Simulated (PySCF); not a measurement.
B(F)2(SH) (BF₂HS), SMILES B(F)(S)F. Atoms are numbered in the order given.

```xyz
5

B      0.0014    -0.4648     0.0000
F      1.1123    -1.1820     0.0000
F     -1.1589    -1.1041     0.0000
S      0.1027     1.3360     0.0000
H     -1.2305     1.5230     0.0000
```

Geometry optimised at ωB97X-D3(BJ)/def2-SVP. The values are those of a single conformer.

These are B3LYP/pcJ-1 (PySCF) values and carry that method's errors.

Isotropic couplings with Fermi-contact, spin-dipole and both spin-orbit terms, one fixed conformer, no vibrational averaging. Isotopes: 11B, 19F, 1H.

| pair | bonds apart | J (Hz) |
|---|---|---|
| B1–F2 | 1 | -134.3 |
| B1–F3 | 1 | -152.9 |
| B1–H5 | 2 | -6.1 |
| F2–F3 | 2 | … |
| F2–H5 | 3 | … |
| F3–H5 | 3 | … |

Problem. What belongs in the gaps? (An estimate is asked for; the answer gives what the named calculation found.)

Solution. 
- F2–F3, J (Hz): -191.7
- F2–H5, J (Hz): 15.9
- F3–H5, J (Hz): 4.6
